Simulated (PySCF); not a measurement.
The scaffold silaethenyl-X carries different groups X. All species are isolated molecules in the gas phase. One relaxed conformer stands for each flexible species; it need not be the lowest. Strings in code marks are SMILES.

The four lowest singlet excitations (Tamm–Dancoff). Calculation: PBE-D3(BJ)/def2-TZVP // PBE0-D3(BJ)/def2-TZVP (PySCF). Excitations are Tamm–Dancoff values on a coarser integration grid. The basis has no diffuse functions, so Rydberg states are missing or too high.

| state | energy (eV) | wavelength (nm) | oscillator strength |
|---|---|---|---|
| S1 | 4.90 | 253 | 0.034 |
| S2 | 5.60 | 221 | 0.233 |
| S3 | 5.69 | 218 | 0.038 |
| S4 | 5.94 | 209 | 0.001 |

Task: Say which member gives these states.
(A) `C=[SiH]CC` (C–Si–C–C torsion 1°)
(B) `C=[SiH]OC` (C–Si–O–C torsion 0°)
(C) `C=[SiH]Cl`
(D) `C=[SiH]N(C)C` (C–Si–N–C torsion 180°)

Result: B, `C=[SiH]OC` (C–Si–O–C torsion 0°)
